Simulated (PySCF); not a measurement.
C₃H₈N₂OSi.
Atom-mapped SMILES: `[CH3:1][C@@H:2]1[NH:3][C:4](=[O:5])[Si@H:6]1[NH2:7]` (hydrogens: H8, H9, H10 on C1; H11 on C2; H12 on N3; H13 on Si6; H14, H15 on N7)

Cartesian coordinates in Å at the GFN2-xTB level; atoms count from 1:
```
atom  x, y, z in Å
C1    -1.4691   -1.2839   -0.4925
C2    -0.3469   -0.6331    0.3010
N3    -0.8170    0.4552    1.1445
C4    -0.2101    1.5950    0.7439
O5    -0.3480    2.7072    1.2001
Si6    0.7978    0.6301   -0.6149
N7     2.4656    0.2403   -0.4562
H8    -1.0587   -2.0261   -1.1720
H9    -2.0010   -0.5353   -1.0755
H10   -2.1819   -1.7784    0.1673
H11    0.1523   -1.3989    0.9057
H12   -1.5112    0.3681    1.8733
H13    0.5483    0.8820   -2.0270
H14    2.8350    0.0046    0.4521
H15    3.1404    0.7811   -0.9717
```

Theory: TDDFT wB97X-D/def2-SVPD, vertical, gas phase, core orbitals frozen in the response (PySCF 2.14.0, density-fitted response routines).

Ground-to-excited transition dipoles (e·a0, same axes as the geometry; the sign carries no meaning), for the states with f of 0.002 or more among the lowest 7:

| state | E (hartree) | μx | μy | μz |
| --- | --- | --- | --- | --- |
| S1 | 0.1673 | -0.139 | 0.072 | -0.073 |
| S2 | 0.2230 | 0.401 | -0.268 | -0.392 |
| S3 | 0.2353 | -0.124 | -0.521 | -0.007 |
| S4 | 0.2435 | -0.269 | -0.344 | 0.127 |
| S5 | 0.2552 | 0.159 | 0.009 | -0.274 |
| S6 | 0.2600 | 0.133 | 0.302 | 0.059 |
| S7 | 0.2669 | 0.091 | -0.066 | -0.037 |

Task: Work out the oscillator strengths.

Result: f = (2/3) ΔE |μ|² with ΔE in hartree (27.2114 eV).

```json
{"state": "S1", "|μ|² (au)": "0.030", "|μ| (D)": "0.44", "f": "0.003"}
{"state": "S2", "|μ|² (au)": "0.386", "|μ| (D)": "1.58", "f": "0.057"}
{"state": "S3", "|μ|² (au)": "0.287", "|μ| (D)": "1.36", "f": "0.045"}
{"state": "S4", "|μ|² (au)": "0.207", "|μ| (D)": "1.16", "f": "0.034"}
{"state": "S5", "|μ|² (au)": "0.100", "|μ| (D)": "0.81", "f": "0.017"}
{"state": "S6", "|μ|² (au)": "0.112", "|μ| (D)": "0.85", "f": "0.019"}
{"state": "S7", "|μ|² (au)": "0.014", "|μ| (D)": "0.30", "f": "0.002"}
```

Task: Which bond between heavy atoms lies closest to the direction of the S2 transition dipole?

Result: C4–Si6, at 9° from it; next C2–N3 at 26°.

Task: What angle do the transition dipoles of S4 and S5 make?

Result: |cos θ| = |μa·μb| / (|μa| |μb|) = 0.56, so θ ≈ 56° (taken between 0 and 90°, since the signs are arbitrary).

Task: How is the summed strength of these states shared among x, y and z?

Result: (2/3) Σ ΔE μα² gives 0.049 for x, 0.090 for y and 0.040 for z, 0.178 in all.

Task: What peak molar absorption coefficient would the strongest computed level give as a lone Gaussian band 0.5 eV wide at half height?

Result: ε(max) = 2.175×10⁸ f / FWHM, with the width in cm⁻¹. S2: 2.175×10⁸ × 0.0574 / 4033 ≈ 3100 L mol⁻¹ cm⁻¹.

The run took 94 s on Intel Xeon at 2.50 GHz, one thread, shared host with 64 logical CPUs at a one-minute load of 63, and the process peaked at 0.89 GiB of memory.

One conformer stands for the species.
